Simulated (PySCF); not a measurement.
**ECD: `InChI=1S/C5H8ClFO/c1-3-4(6)2-5(7)8-3/h3-5H,2H2,1H3/t3-,4-,5-/m0/s1`**

Molfile (atoms numbered from 1):
```
C5H8ClFO
     RDKit          3D

 16 16  0  0  0  0  0  0  0  0999 V2000
    1.7031   -0.0072    0.5973 C   0  0  0  0  0  0  0  0  0  0  0  0
    0.7643   -0.4917   -0.5007 C   0  0  2  0  0  0  0  0  0  0  0  0
    0.3117    0.5789   -1.3305 O   0  0  0  0  0  0  0  0  0  0  0  0
   -0.7732    1.1792   -0.7394 C   0  0  2  0  0  0  0  0  0  0  0  0
   -0.3669    2.2543    0.0368 F   0  0  0  0  0  0  0  0  0  0  0  0
   -1.4626    0.1414    0.1621 C   0  0  0  0  0  0  0  0  0  0  0  0
   -0.5606   -1.0879    0.0187 C   0  0  2  0  0  0  0  0  0  0  0  0
   -0.3926   -1.9942    1.5320 Cl  0  0  0  0  0  0  0  0  0  0  0  0
    1.1867    0.6570    1.2853 H   0  0  0  0  0  0  0  0  0  0  0  0
    2.5243    0.5387    0.1402 H   0  0  0  0  0  0  0  0  0  0  0  0
    2.1008   -0.8543    1.1486 H   0  0  0  0  0  0  0  0  0  0  0  0
    1.2901   -1.1832   -1.1648 H   0  0  0  0  0  0  0  0  0  0  0  0
   -1.4093    1.6146   -1.5189 H   0  0  0  0  0  0  0  0  0  0  0  0
   -2.4845   -0.0545   -0.1520 H   0  0  0  0  0  0  0  0  0  0  0  0
   -1.4711    0.5049    1.1897 H   0  0  0  0  0  0  0  0  0  0  0  0
   -0.9677   -1.7868   -0.7157 H   0  0  0  0  0  0  0  0  0  0  0  0
  1  2  1  0
  2  3  1  0
  3  4  1  0
  4  5  1  0
  4  6  1  0
  6  7  1  0
  7  8  1  0
  7  2  1  0
  1  9  1  0
  1 10  1  0
  1 11  1  0
  2 12  1  6
  4 13  1  6
  6 14  1  0
  6 15  1  0
  7 16  1  6
M  END
```

Level of theory: PySCF 2.14.0, TDDFT LC-wPBE/def2-SVPD circular dichroism and optical rotation, one conformer, gas phase. Geometry: GFN2-xTB.

What are the CIP labels of the stereocentres?

C2 S, C4 R, C7 S.

Which excitations and rotatory strengths does the calculation give?

Rotatory strengths R in 10⁻⁴⁰ esu² cm², velocity form and length form (origin at the centre of mass); f in length form.
| state | E (eV) | λ (nm) | f | R (velocity) | R (length) | main |
| --- | --- | --- | --- | --- | --- | --- |
| 1 | 7.68 | 161 | 0.0008 | +0.5 | +0.6 | HOMO→LUMO+1 0.28, HOMO−1→LUMO+1 0.24 |
| 2 | 7.74 | 160 | 0.001 | -1.0 | -0.9 | HOMO−2→LUMO+1 0.26, HOMO−1→LUMO+1 0.25 |
| 3 | 8.73 | 142 | 0.001 | -8.3 | -9.0 | HOMO→LUMO 0.64 |
| 4 | 8.99 | 138 | 0.028 | +3.3 | +3.5 | HOMO−1→LUMO 0.54, HOMO→LUMO 0.09 |
| 5 | 9.07 | 137 | 0.035 | +1.9 | +2.0 | HOMO−2→LUMO 0.35, HOMO→LUMO+1 0.11 |
| 6 | 9.44 | 131 | 0.020 | -0.2 | +0.1 | HOMO−2→LUMO+1 0.27, HOMO−2→LUMO 0.12 |
| 7 | 9.59 | 129 | 0.046 | +24.3 | +25.2 | HOMO−1→LUMO+4 0.20, HOMO−3→LUMO 0.14 |
| 8 | 9.77 | 127 | 0.030 | -33.3 | -33.5 | HOMO−1→LUMO+2 0.43, HOMO−3→LUMO 0.16 |
| 9 | 9.82 | 126 | 0.029 | +39.0 | +38.5 | HOMO→LUMO+2 0.15, HOMO−2→LUMO+4 0.08 |
| 10 | 9.91 | 125 | 0.027 | -2.4 | -3.6 | HOMO→LUMO+2 0.33, HOMO→LUMO+4 0.08 |
| 11 | 10.01 | 124 | 0.022 | +32.0 | +33.1 | HOMO→LUMO+3 0.39 |
| 12 | 10.15 | 122 | 0.029 | +14.2 | +11.2 | HOMO−1→LUMO+3 0.21 |
| 13 | 10.19 | 122 | 0.007 | -8.7 | -9.1 | HOMO→LUMO+4 0.12, HOMO−2→LUMO+2 0.11 |
| 14 | 10.24 | 121 | 0.011 | -7.6 | -7.8 | HOMO−1→LUMO+3 0.13, HOMO→LUMO+2 0.10 |
| 15 | 10.28 | 121 | 0.022 | -20.9 | -22.3 | HOMO−2→LUMO+3 0.19, HOMO−1→LUMO+6 0.09 |
| 16 | 10.34 | 120 | 0.007 | -13.8 | -15.8 | HOMO→LUMO+10 0.10, HOMO→LUMO+5 0.09 |

For state 6 the two forms differ in sign, so the sign of R isn't settled.

Among the states computed, the strongest CD band (largest |R|) is state 9. The largest dissymmetry factor in size, g = 4R/(D+G), with D and G the electric and magnetic dipole strengths, is -0.094 for state 3 (velocity form, f = 0.001), among bands with |R| over 0.5. The mirror image has the same energies and oscillator strengths and all R with the opposite sign.
